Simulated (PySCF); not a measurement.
C6H19NSi2, SMILES C[Si](C)(C)N[Si](C)(C)C.

Geometry: B3LYP-D3(BJ)/def2-SVP. Other conformers were not sampled.

The numbers are results of r2SCAN/def2-SVP (PySCF), not measurements.

Isolated molecule, no solvent.

The total energy is -873.30925 hartree and the point group is C2. The highest occupied level is -5.56 eV. The lowest empty level is 1.03 eV and the orbital gap is 6.59 eV. The dipole moment comes out as 0.110 e·Å, the quadrupole, principal values (traceless, Buckingham form, about the centre of nuclear charge) comes out as -3.15, 0.97, 2.17 D·Å and the mean static polarisability is 117.3 bohr³ (17.38 Å³). The polarisability, principal values comes out as 110.6, 111.6, 129.6 bohr³.
